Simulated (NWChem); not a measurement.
Molecule: PbH$_{2}$O, singlet; SMILES [OH][PbH]

```xyz
4

Pb     0.0259    -0.2120     0.0000
H     -1.8781    -0.3067     0.0000
O      0.0744     1.9280     0.0000
H     -0.8424     2.2678     0.0000
```
Atoms are numbered in this order, from 1.

Results from NWChem. Medium grid unless said otherwise, to which SCAN and Minnesota functionals are sensitive. Low-valent species are run as closed-shell singlets; no triplet was tried in these runs. The geometry was optimised at PBE-D3(BJ)/def2-SVP. def2 effective core potentials on Pb; no spin-orbit coupling.

Task: Order these by “highest occupied level (eV)”, lowest first: MN15-L/def2-SVP; PBE/def2-SVP; LRC-wPBEh/def2-SVP; M05-2X/def2-SVP; B3LYP/def2-SVP.

Result: LRC-wPBEh/def2-SVP (-8.69), M05-2X/def2-SVP (-8.08), B3LYP/def2-SVP (-6.75), MN15-L/def2-SVP (-6.17), PBE/def2-SVP (-5.83)
